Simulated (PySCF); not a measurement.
This PySCF input asks for the NMR shieldings of SMILES C([Si@@H](CC=C)S)B(C)C, C6H15BSSi; the geometry comes from GFN2-xTB.

```python
import basis_set_exchange as bse
import numpy as np
from pyscf import gto, dft
from pyscf.prop import nmr

atoms = """
C    -4.313079   -0.420690    0.264752
C    -3.381580    0.055878   -0.540409
C    -2.243627    0.909211   -0.104880
Si   -0.619959   -0.091872   -0.148475
S    -0.456275   -0.844106   -2.168472
C     0.876911    1.013488    0.282702
B     2.167792    0.134881    0.326821
C     3.086295   -0.022437   -0.948994
C     2.546745   -0.625494    1.656474
H    -4.321130   -0.191786    1.318358
H    -5.108291   -1.051646   -0.092374
H    -3.390022   -0.192962   -1.593222
H    -2.158705    1.770085   -0.770654
H    -2.419748    1.281779    0.903993
H    -0.722899   -1.259932    0.732284
H     0.837141   -1.112903   -2.122833
H     0.652394    1.467956    1.246592
H     0.926050    1.813981   -0.456479
H     3.242457   -1.069442   -1.208174
H     2.714202    0.489080   -1.834145
H     4.079564    0.376854   -0.745478
H     2.974837   -1.609866    1.478283
H     1.708879   -0.740908    2.340540
H     3.310313   -0.059386    2.191346
"""
names = dict.fromkeys(["C", "Si", "S", "B", "H"], "pcSseg-1")
basis = {el: gto.basis.parse(bse.get_basis(n, elements=[el], fmt="nwchem")) for el, n in names.items()}
mol = gto.M(atom=atoms, basis=basis, charge=0, verbose=0)
mf = dft.RKS(mol, xc="PBE0")
mf.grids.level = 2
mf.grids.alignment = dft.numint.BLKSIZE   # the property module wants whole blocks of grid points
mf.conv_tol = 1e-9
mf.kernel()

calc = nmr.RKS(mf)   # GIAO
C = mf.mo_coeff
Co = C[:, mf.mo_occ > 0]
resp = mf.gen_response(singlet=True, hermi=2)
def vind(x):   # induced exchange potential for any number of trial vectors
    d = np.einsum("pi,xij,qj->xpq", C, 2 * x.reshape(-1, C.shape[1], Co.shape[1]), Co, optimize=True)
    return np.einsum("xpq,pi,qj->xij", resp(d - d.transpose(0, 2, 1)), C, Co, optimize=True).ravel()
mo1, _ = nmr.rhf.solve_mo1(calc, with_cphf=vind)
sigma = calc.kernel(mo1)
for i, s in enumerate(sigma):   # ppm
    w = np.linalg.eigvalsh((s + s.T) / 2)
    print("%2d %-2s iso %8.1f  s11 %8.1f  s22 %8.1f  s33 %8.1f" % (i, mol.atom_pure_symbol(i), w.mean(), *w))
```

Problem. Give the expected output.

Solution. 
```
 0 C  iso     66.2  s11    -45.2  s22     87.6  s33    156.2
 1 C  iso     45.4  s11    -77.9  s22     50.5  s33    163.8
 2 C  iso    156.6  s11    141.9  s22    153.7  s33    174.2
 3 Si iso    352.2  s11    336.3  s22    352.6  s33    367.6
 4 S  iso    740.2  s11    670.7  s22    691.7  s33    858.3
 5 C  iso    152.5  s11    123.5  s22    162.5  s33    171.7
 6 B  iso     15.0  s11    -42.7  s22    -35.2  s33    122.8
 7 C  iso    170.3  s11    152.1  s22    174.5  s33    184.3
 8 C  iso    172.0  s11    153.9  s22    174.9  s33    187.4
 9 H  iso     26.3  s11     22.7  s22     25.4  s33     30.9
10 H  iso     26.5  s11     23.2  s22     25.3  s33     30.9
11 H  iso     25.6  s11     22.8  s22     23.3  s33     30.6
12 H  iso     29.7  s11     26.3  s22     28.7  s33     34.0
13 H  iso     29.8  s11     25.8  s22     29.2  s33     34.4
14 H  iso     26.8  s11     24.0  s22     25.2  s33     31.3
15 H  iso     31.8  s11     22.3  s22     29.1  s33     43.9
16 H  iso     30.2  s11     26.6  s22     29.1  s33     35.1
17 H  iso     30.1  s11     27.8  s22     28.7  s33     33.9
18 H  iso     31.0  s11     27.9  s22     29.8  s33     35.3
19 H  iso     30.7  s11     26.9  s22     31.2  s33     33.9
20 H  iso     30.8  s11     26.5  s22     28.7  s33     37.1
21 H  iso     30.9  s11     27.5  s22     29.4  s33     35.7
22 H  iso     30.8  s11     26.9  s22     31.0  s33     34.5
23 H  iso     31.1  s11     27.1  s22     28.9  s33     37.4
```

These numbers come from an equivalent density-fitted implementation of the same equations, which agrees with the script to about 0.01 ppm for H and up to a few tenths of a ppm for heavy atoms, so last digits may differ.

Size and cost of the density-fitted run: 242 basis functions, 99 s wall time on 1 thread of an Arm Neoverse N1, shared host; peak memory 1.1 GiB.
